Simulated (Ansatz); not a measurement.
Reaction (ligand exchange at the Si–O bond): `O[SiH](O)O[SiH2]F` + `C[SiH](F)S` → `C[SiH](F)S[SiH](O)O` + `O[SiH2]F`

Isolated molecules relaxed with PBE0-D4/def2-TZVP in Ansatz; ΔE leaves out vibrations. CCSD(T)/CBS adds triple-zeta CCSD(T) − MP2 to the extrapolated MP2 energy (def2 sets, frozen cores). Functionals use def2-TZVPP. B3LYP here is the variant with VWN-RPA as its local correlation; programs differ in this. One conformer a species, not always the lowest.

Q: Is it downhill or uphill in electronic energy at CCSD(T)/CBS, and by how much? (An estimate is asked.)

A: Computed: Uphill: ΔE = +55.2 kJ/mol.

Q: What do these levels give: r2SCAN-D4, PBE0-D4, ωB97X-V, r2SCAN, PBE0, B3LYP, HF/def2-TZVPP, MP2/def2-TZVPP, SCS-MP2/def2-TZVPP, CCSD/def2-TZVPP, SCS-MP2/def2-QZVPP, HF/CBS(def2)? (An estimate is asked.)

A: Ansatz gave: r2SCAN-D4 49.0, PBE0-D4 43.2, ωB97X-V 53.2, r2SCAN 50.1, PBE0 47.3, B3LYP 62.9, HF/def2-TZVPP 85.4, MP2/def2-TZVPP 52.4, SCS-MP2/def2-TZVPP 60.5, CCSD/def2-TZVPP 64.1, SCS-MP2/def2-QZVPP 59.9, HF/CBS(def2) 88.8 kJ/mol.

Largest T1 diagnostic among the species: 0.012.

From PBE to PBE0 (25 % exact exchange), in def2-TZVPP and without D4, ΔE moves by +6.8 kJ/mol. The D4 term adds −7.8 kJ/mol with B3LYP and −4.1 kJ/mol with PBE0; it sums over pairs of atoms, weighted by their polarisabilities, and B3LYP, whose exchange is more repulsive, gets the larger term. In def2-TZVPP, CCSD(T) changes the Hartree–Fock value by −27.3 kJ/mol (the triples alone add −6.0 kJ/mol) and MP2 by −33.0 kJ/mol.
